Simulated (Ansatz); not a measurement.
Frontier orbitals of C$_{3}$H$_{8}$OSi, SMILES `CC1C[SiH2]O1`.

Total charge 0; spin multiplicity 1. The structure was optimised at the PBE0-D4/def2-TZVP level. Basis def2-TZVPP, Ansatz.

Orbital energies of one run (eV). Highest occupied ones, from the top: -10.18, -10.53, -11.21, -12.24, -12.72, -13.21, -13.45, -14.93, -14.99, -16.25, -16.76, -19.23, -22.25, -24.20. Empty: 1.66, 2.42, 3.44, 3.46, 3.63, 4.06.

Problem. Which functional gave them?
A. BLYP
B. r2SCAN
C. ωB97M-V
D. LDA (SPW92)

Solution. C. HOMO energies: ωB97M-V -10.18, LDA (SPW92) -6.44, BLYP -6.25, r2SCAN -6.65 eV.
